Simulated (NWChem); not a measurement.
A calculation on H4BClS

```xyz
7

B     -0.9576    -0.1579     0.0000
H     -1.5778    -0.0018    -1.0309
H     -1.5778    -0.0018     1.0309
Cl     0.2020    -1.5655     0.0000
S      0.1514     1.5539     0.0000
H      1.0437     1.2722     0.9786
H      1.0437     1.2722    -0.9786
```
Charge 0, spin multiplicity 1.

Everything below was run with NWChem. Structure: optimised with PBE0/def2-SVP, a minimum by its harmonic frequencies.

Symmetry labels belong to the abelian group Cs used in the runs, with the axes of the coordinates shown.

The Pople sets run with spherical d functions. The structure started from a generated list of species.

Q: List the lowest 3 singlet excitations that CIS/6-31+G* (spherical d) gives, with oscillator strengths.

A: 
```
state  symmetry  energy (eV)  wavelength (nm)      f
-----  --------  -----------  ---------------  -----
1            a"         7.58              163  0.002
2            a'         7.80              159  0.020
3            a"         8.08              153  0.004
```
